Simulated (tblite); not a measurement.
Species: C5H11AlNO (charge -1).
Bonds: C1–O2, O2–Al3, Al3–C4, C4–C5, C5–C6, C6–C7, C7–N8 (triple). Hydrogens: H9, H10, H11 on C1; H12, H13 on Al3; H14, H15 on C4; H16, H17 on C5; H18, H19 on C6.
Bond orders are those of one Lewis drawing.

Computed with GFN2-xTB (tblite), gas phase: L-BFGS steps from a force-field or distance-geometry start until the largest atomic force falls under 0.01 eV/Å.

Step 100: E = -670.0131 eV
```
atom  x, y, z in Å  |  force x, y, z in eV/Å
C1     -3.8706    0.9069   -0.3445    0.010  -0.046  -0.029
O2     -2.6968    0.1996   -0.3792    0.010  -0.012   0.012
Al3    -1.2712   -0.6974   -0.5043    0.006  -0.018  -0.018
C4      0.2412    0.0319    0.7263    0.025  -0.001  -0.019
C5      1.5492   -0.2944    0.0262    0.003   0.000   0.000
C6      2.7875    0.0022    0.9117   -0.004  -0.002  -0.042
C7      4.0033   -0.1824    0.1833   -0.021  -0.043   0.017
N8      4.9569   -0.3362   -0.4364    0.079   0.000  -0.022
H9     -4.6155    0.4102    0.2983    0.039   0.047  -0.009
H10    -3.7121    1.9276    0.0397   -0.033  -0.058  -0.006
H11    -4.3049    0.9880   -1.3528   -0.019   0.040   0.032
H12    -0.7581   -0.6495   -2.0256    0.007   0.029   0.021
H13    -1.5317   -2.2130   -0.0378   -0.011   0.028   0.024
H14     0.2348   -0.5080    1.6899   -0.011   0.034  -0.022
H15     0.2574    1.1025    0.9966   -0.018  -0.046   0.006
H16     1.5552   -1.3488   -0.2636    0.003   0.021   0.039
H17     1.6325    0.2866   -0.8949   -0.024   0.016   0.000
H18     2.7873   -0.6590    1.7850   -0.017   0.038  -0.012
H19     2.7459    1.0423    1.2546   -0.024  -0.028   0.026
```

Step 101: E = -670.0138 eV
```
atom  x, y, z in Å  |  force x, y, z in eV/Å
C1     -3.8694    0.8995   -0.3434   -0.005  -0.009  -0.063
O2     -2.7005    0.1869   -0.3843    0.032  -0.017   0.006
Al3    -1.2665   -0.6958   -0.5039    0.011  -0.016  -0.011
C4      0.2407    0.0423    0.7267    0.002  -0.002  -0.006
C5      1.5443   -0.2911    0.0241    0.005   0.004  -0.008
C6      2.7829   -0.0020    0.9093    0.005   0.004  -0.035
C7      3.9991   -0.1912    0.1835   -0.003  -0.035   0.022
N8      4.9567   -0.3492   -0.4287    0.080  -0.001  -0.034
H9     -4.6160    0.4057    0.2947   -0.012  -0.007   0.039
H10    -3.7068    1.9147    0.0469   -0.006   0.010   0.032
H11    -4.3069    0.9965   -1.3484   -0.011   0.009  -0.007
H12    -0.7491   -0.6397   -2.0215    0.009   0.024   0.005
H13    -1.5134   -2.2123   -0.0376   -0.013   0.017   0.024
H14     0.2393   -0.4910    1.6937   -0.025   0.018  -0.019
H15     0.2613    1.1129    0.9919   -0.025  -0.008   0.008
H16     1.5392   -1.3436   -0.2672    0.021  -0.024   0.029
H17     1.6322    0.2904   -0.8958   -0.032   0.022  -0.011
H18     2.7829   -0.6627    1.7831   -0.033   0.042  -0.011
H19     2.7404    1.0388    1.2495    0.001  -0.028   0.040
```

Step 102: E = -670.0146 eV
```
atom  x, y, z in Å  |  force x, y, z in eV/Å
C1     -3.8804    0.8851   -0.3436    0.003   0.011  -0.012
O2     -2.7033    0.1837   -0.3852   -0.024   0.010   0.015
Al3    -1.2581   -0.6813   -0.5038    0.009  -0.007  -0.008
C4      0.2420    0.0704    0.7272    0.022   0.006  -0.010
C5      1.5416   -0.2847    0.0261   -0.002   0.000  -0.003
C6      2.7856   -0.0131    0.9091    0.005   0.008  -0.028
C7      3.9991   -0.2163    0.1818    0.031  -0.028  -0.010
N8      4.9544   -0.3823   -0.4329    0.024   0.003   0.005
H9     -4.6314    0.3731    0.2791    0.043   0.017  -0.010
H10    -3.7315    1.8965    0.0690   -0.012  -0.062   0.001
H11    -4.3072    0.9981   -1.3519   -0.007   0.001   0.014
H12    -0.7410   -0.6188   -2.0204    0.010   0.027   0.000
H13    -1.4807   -2.2025   -0.0404   -0.017   0.020   0.028
H14     0.2358   -0.4518    1.7004   -0.021   0.015  -0.024
H15     0.2736    1.1442    0.9808   -0.025  -0.027  -0.001
H16     1.5197   -1.3384   -0.2624    0.020  -0.003   0.028
H17     1.6379    0.2943   -0.8949   -0.034   0.010  -0.009
H18     2.7788   -0.6746    1.7820   -0.033   0.035  -0.008
H19     2.7555    1.0276    1.2524    0.009  -0.034   0.031
```

**Question.** Estimate the geometry and energy of step 103. (The exact step hangs on the optimiser's Hessian estimate; all steps are aligned on step 102, rigid shifts and turns removed.)

**Answer.** E = -670.0152 eV, largest force 0.080 eV/Å
```
atom  x, y, z in Å  |  force x, y, z in eV/Å
C1     -3.8841    0.8810   -0.3446    0.020   0.011   0.019
O2     -2.7030    0.1842   -0.3827   -0.075   0.025   0.010
Al3    -1.2560   -0.6768   -0.5034    0.010  -0.001  -0.006
C4      0.2431    0.0773    0.7268    0.019  -0.001  -0.018
C5      1.5416   -0.2834    0.0264   -0.003   0.005  -0.006
C6      2.7873   -0.0162    0.9075    0.008   0.005  -0.004
C7      4.0010   -0.2241    0.1812    0.000  -0.004  -0.001
N8      4.9561   -0.3891   -0.4337    0.038  -0.008  -0.002
H9     -4.6370    0.3660    0.2748    0.062   0.009  -0.033
H10    -3.7408    1.8908    0.0740   -0.006  -0.059  -0.009
H11    -4.3068    0.9973   -1.3542   -0.003  -0.007   0.020
H12    -0.7415   -0.6114   -2.0203    0.013   0.026  -0.003
H13    -1.4729   -2.1981   -0.0402   -0.018   0.013   0.030
H14     0.2345   -0.4425    1.7004   -0.019   0.001  -0.006
H15     0.2760    1.1509    0.9790   -0.017  -0.014  -0.006
H16     1.5165   -1.3380   -0.2586    0.012   0.002   0.014
H17     1.6387    0.2946   -0.8951   -0.030  -0.001  -0.011
H18     2.7771   -0.6762    1.7810   -0.028   0.013  -0.003
H19     2.7605    1.0231    1.2542    0.016  -0.014   0.015
```

The energy changes by -0.0006 eV. The first-order estimate −F·Δx gives -0.0009 eV and the mean of the old and new forces, exact on a quadratic surface, -0.0006 eV. The step makes an angle of 79° with the force vector and moves no atom by more than 0.012 Å.

What follows is the cost of the whole relaxation. On an Intel Xeon at 2.70 GHz with one thread, shared host, this took 2.5 s.
